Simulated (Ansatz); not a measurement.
Total energies of the cluster Al₂Cu (the lowest doublet isomer of a short search) from Ansatz at PBE-D4/def2-TZVP, gas phase (1 Eh = 27.2114 eV = 2625.5 kJ/mol). The reference geometry is relaxed at PBE0-D4/def2-TZVP.

```csv
atom,x (Å),y (Å),z (Å)
Al1,-0.7687,0.8792,0.8273
Al2,1.1948,-0.6272,0.4770
Cu3,-0.4260,-0.2520,-1.3043
```

```tsv
state	geometry	energy (Eh)
charge 0 doublet	reference	-2124.87267
charge 1 singlet	reference	-2124.63600
charge 1 singlet	relaxed at PBE0-D4/def2-TZVP	-2124.63998
charge 0 quartet	relaxed at PBE0-D4/def2-TZVP	-2124.83100
free Al atom (doublet)	–	-242.22759
free Cu atom (doublet)	–	-1640.24447
```

Q: Work out the vertical ionisation energy to the singlet.

A: E(charge 1 singlet) − E(charge 0 doublet) = -2124.63600 − (-2124.87267) = 0.23667 Eh = 6.44 eV. For comparison, −ε of the highest occupied level of the spin that leaves is 4.01 eV at this level, 2.43 eV less.

Q: How much does the charge 1 singlet relax, and what is the adiabatic ionisation energy?

A: Relaxation: -2124.63600 − (-2124.63998) = 0.00398 Eh = 0.11 eV. Adiabatic ionisation energy: 0.23269 Eh = 6.33 eV, without zero-point energy. 

Q: Which of the charge 0 states is lowest, and how far above it are the others?

A: The doublet. quartet: -2124.83100 − (-2124.87267) = 0.04167 Eh = 109.4 kJ/mol.

Q: What is the binding energy per atom against free atoms?

A: Atoms: 2 × (-242.22759) + 1 × (-1640.24447) = -2124.69965 Eh. Binding: -2124.69965 − (-2124.87267) = 0.17302 Eh = 4.71 eV, or 1.57 eV for each of 3 atoms (no zero-point energy, no counterpoise term).

The restricted singlet is unstable towards broken spin symmetry in Hartree–Fock (as tested in another run); at PBE-D4/def2-TZVP this wasn't settled. 

The structure comes from a short search, and lower isomers may exist.
